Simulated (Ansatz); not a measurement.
Basis-set extrapolation for AlClH$_{7}$NSi$_{2}$ (`[NH2][AlH][SiH]([SiH3])Cl`) (PBE0-D4/def2-TZVP geometry, frozen core, the Gaussian-basis code of Ansatz). Multiplicity 1, RHF reference.

|  | def2-TZVPP | def2-QZVPP |
| --- | --- | --- |
| HF | -1337.959674 | -1338.000214 |
| MP2 correlation | -0.729497 | -0.789739 |
| CCSD(T) correlation | -0.833128 | not run |

Energies in hartree. Use E(X) = E(∞) + A·exp(−7.88·√X) for Hartree–Fock and E(X) = E(∞) + B·X^(−2.97) for correlation, with X = 3 and 4, and add CCSD(T) minus MP2 of the smaller set to the MP2 limit.

Question: What is the CCSD(T) energy at the basis-set limit?

Answer: HF limit: -1338.000214 + (-0.040540) × 0.13774 = -1338.00580. MP2 limit: -0.789739 + (-0.060242) × 0.74074 = -0.83436. Higher-order term: -0.833128 − (-0.729497) = -0.10363. Total: -1338.94379 hartree, 396.4 kJ/mol below CCSD(T)/def2-TZVPP.
